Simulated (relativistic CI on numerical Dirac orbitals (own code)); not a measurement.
## Re⁺: sensitivity of the levels to the model

Base calculation: Dirac-Coulomb-Breit CI, KLI orbitals optimised for each configuration, a model potential for QED, valence Slater integrals scaled by 0.85, P86 correlation energy added to each configuration.

Configuration list (outside the closed core [Xe] 4f14): 5d5 6s, 5d4 6s2, 5d6, 5d4 6s 6p, 5d5 6p, 5d5 6d, 5d3 6s 6p2, 5d3 6s2 6p, 5d5 6f, 5d5 7s, 5d5 7p, 5d4 6s 7s, 5d5 8s, 5d3 6s2 6d, 5d4 7s2. Levels of other configurations are missing.

The lowest level and the first level of each name with at least 55 % of one term (blank where a level has no safe partner in the second run):

| Level | Base (cm⁻¹) | Shift (cm⁻¹) |
| --- | --- | --- |
| 5d5 6s 7S_3 | 0.0 | 0.0 |
| 5d6 5D_4 | 15077.7 | +240.1 |
| 5d5 6s 5G_3 | 20675.8 | +166.7 |
| 5d5 6s 5G_4 | 21739.0 | +45.5 |
| 5d5 6s 5G_6 | 21989.1 | +18.6 |
| 5d5 6s 5G_5 | 22136.7 | +26.5 |
| 5d5 6s 5D_0 | 31555.2 |  |
| 5d6 3H_6 | 31791.4 | -55.1 |
| 5d5 6s 3I_6 | 33338.4 | +34.0 |
| 5d5 6s 3I_7 | 34630.1 | -19.9 |
| 5d5 6s 5F_1 | 34744.7 | +44.5 |
| 5d5 6s 5F_5 | 34752.7 | +171.5 |
| 5d5 6s 3P_0 | 35172.0 |  |
| 5d5 6s 3D_1 | 39602.2 |  |

Correlation outside the listed configurations is missing or only estimated: errors of thousands of cm⁻¹ between configurations and terms are usual at this charge. Rates and lifetimes follow the computed energies and can be off by large factors. The fine structure of a lone outer electron comes out too small, for d and f at times inverted, and misplaced configurations move strength between like terms. 5 of the 11 excited levels that our extract of the measured tables holds in this range could be paired (the sources list more); they are missed by 1075 cm⁻¹ on average and 1536 at most, and levels without a partner can miss by more. Some levels of the ground configuration have no partner and can miss by 10 % or more.

Question: One thing was changed in a second run, which moved the levels as shown. Which?
A. one mean potential for all configurations
B. valence Slater integrals scaled by 0.75
C. configuration mixing switched off
D. only the first 3 configurations
E. Breit term removed
F. no correlation estimate
G. QED terms removed

Answer: A. One mean potential for all configurations. One potential for all configurations removes the relaxation of the orbitals, which moves whole configurations and changes the integrals a little.

LS names give the leading component of a level, which can be under half, so a name can repeat, a term be missing and a line seem to break the LS rules.
